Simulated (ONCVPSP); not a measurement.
## What one change does to a pseudopotential (selenium (Se), ONCV)

ONCVPSP 4.0.1 input, shortened (lines: element, Z, core and valence counts, functional; n l f; lmax; l rc ep ncon nbas qcut; lloc lpopt rc5 dvloc0; l nproj debl; icmod fcfact rcfact), PBE, scalar-relativistic:

```
  Se 34.00    5    3        4      upf
    1    0    2.00
    2    0    2.00
    2    1    6.00
    3    0    2.00
    3    1    6.00
    3    2   10.00
    4    0    2.00
    4    1    3.75
    2
    0    1.40    0.00    4    9    4.20
    1    1.90    0.00    4    9    5.00
    2    0.65    0.00    5    9   22.40
    2    5    0.65    0.00
    0    1    3.40
    1    2    0.40
    2    0    2.80
    2    0.20    1.00
```

All-electron outer shells of the reference configuration (PBE, scalar-relativistic, ld1.x):

```csv
shell,level (eV),outermost node (bohr),outermost maximum (bohr)
3s,-215.95,0.24,0.50
3p,-155.42,0.21,0.50
3d,-55.56,–,0.45
4s,-19.54,0.70,1.51
4p,-8.61,0.74,1.80
```

Change: all radii but the core radius scaled by about 0.90 (s 1.26, p 1.70, d 0.58 bohr).

Cutoffs: the cutoffs (Ha) at which the residual kinetic energy of the hardest occupied pseudo-wave falls to 1 and 0.1 mHa per electron; they do not see the model core or the augmentation charge, which bear on the density cutoff. Errors are all-electron minus pseudo energies relative to the spin-unpolarised reference configuration.

**Question.** Predict the effect on cutoff, ghosts and configuration errors.

**Answer.** The potential gets harder (224 Ha and 292 Ha → 255 Ha and 781 Ha); both files keep a bound ghost (p, s); of the 3 tests that both files solve, the error grows in 2 and shrinks in 0 by more than 15 % and 0.3 meV (median size 0.4 → 0.4 meV). A smaller radius makes the pseudo-wave follow the all-electron one further in, where it bends more sharply, so more plane waves are needed.

```tsv
quantity	base	changed
cutoff, loose	224 Ha	255 Ha
cutoff, tight	292 Ha	781 Ha
loose cutoff by channel	s 19 Ha, p 8.7 Ha, d 224 Ha	s 19 Ha, p 9.9 Ha, d 255 Ha
bound ghosts	s, p	s, p
GHOST(+) flags under 300 eV	none	none
tests with a reliable result	3 of 4	3 of 4
error for 3d10 4s2 4p4, meV [ΔE -1.89 eV]	+0.4	+0.4
error for 3d10 4s2 4p3, meV [ΔE 8.96 eV]	-0.1	+0.4
error for 3d10 4s2 4p2, meV [ΔE 29.31 eV]	+9.5	+15
rms error of d²Exc/dni dnj with the model core, mHa	4.93	4.95
```

 A true bound ghost makes a file unfit for plane-wave use even where its test errors are small: the radial tests pick states by their node count and pass the ghost by.
